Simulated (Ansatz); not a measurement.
Cost and result for the atomization energy of `C[NH][GeH]([F])[O]C` (14 atoms, 13 bonds).

```
atom   x (Å)   y (Å)   z (Å)
  C1   1.513   0.634  -1.602
  N2   0.398  -0.068  -0.992
 Ge3  -0.816   0.785   0.044
  F4   0.171   1.807   1.046
  O5  -1.659  -0.400   1.025
  C6  -0.937  -1.332   1.806
  H7   2.324  -0.067  -1.819
  H8   1.904   1.371  -0.899
  H9   1.258   1.156  -2.533
 H10   0.016  -0.798  -1.574
 H11  -1.900   1.680  -0.563
 H12  -1.608  -2.162   2.041
 H13  -0.064  -1.726   1.276
 H14  -0.600  -0.879   2.744
```

Total charge 0; spin multiplicity 1. Correlated methods include outer-core shells of Ge, which these sets cover unevenly. Scalar relativity is left out up to krypton. All single points use the PBE0-D4/def2-TZVP geometry. It is one conformer, not always the lowest. Program: Ansatz. All runs use 2 threads of an AMD EPYC 7R13 on a shared host and a share of an NVIDIA H100 80 GB. Times are those of one run each, without the atoms' runs, and a repeat can differ threefold. Electronic energies, without spin–orbit coupling; frozen cores. CCSD(T)/CBS adds CCSD(T) − MP2 in def2-TZVPP to the MP2 limit, and its time is that of the two runs behind it. T1 = 0.012. With those shells the extrapolation isn't a true limit. B3LYP takes the VWN-RPA correlation (the form of Gaussian; ORCA's B3LYP/G).

CCSD(T)/CBS is a level of theory with its own doubt, some kJ/mol a heavy atom from the limit and from the frozen cores, so smaller differences don't rank the functionals.

```csv
level,functions,wall time,atomization (kJ/mol),difference from CCSD(T)/CBS,per bond
PBE0-D4/def2-TZVPP,315,2.4 s,5082.5,-31.4,-2.4
PBE-D4/def2-TZVPP (with forces),315,2.6 s,5189.7,75.8,5.8
r2SCAN-D4/def2-TZVPP (with forces),315,2.7 s,5096.6,-17.3,-1.3
B3LYP-D4/def2-TZVPP (with forces),315,2.8 s,5090.9,-23.0,-1.8
B2PLYP/def2-TZVPP,315,2.9 s,5047.5,-66.4,-5.1
ωB97X-V/def2-TZVPP,315,2.9 s,5122.6,8.7,0.7
ωB97M-V/def2-TZVPP (with forces),315,4.5 s,5102.0,-11.9,-0.9
MP2/def2-QZVPP,614,4.9 s,5143.6,29.7,2.3
CCSD(T)/def2-TZVPP,315,5.5 s,4985.6,-128.3,-9.9
CCSD(T)/CBS(def2),–,10 s,5113.9,0.0,0.0
```

From PBE to PBE0 (25 % exact exchange), in def2-TZVPP and without D4, the atomization energy moves by −103.1 kJ/mol: exact exchange takes away binding that semilocal exchange gives to molecules. The D4 term adds +43.8 kJ/mol with B3LYP and +23.3 kJ/mol with PBE0; it sums over pairs of atoms, weighted by their polarisabilities, and B3LYP, whose exchange is more repulsive, gets the larger term. In def2-TZVPP, CCSD(T) changes the Hartree–Fock value by +1374.7 kJ/mol (the triples alone add +76.8 kJ/mol) and MP2 by +1456.3 kJ/mol; breaking electron pairs costs correlation energy, which Hartree–Fock lacks.
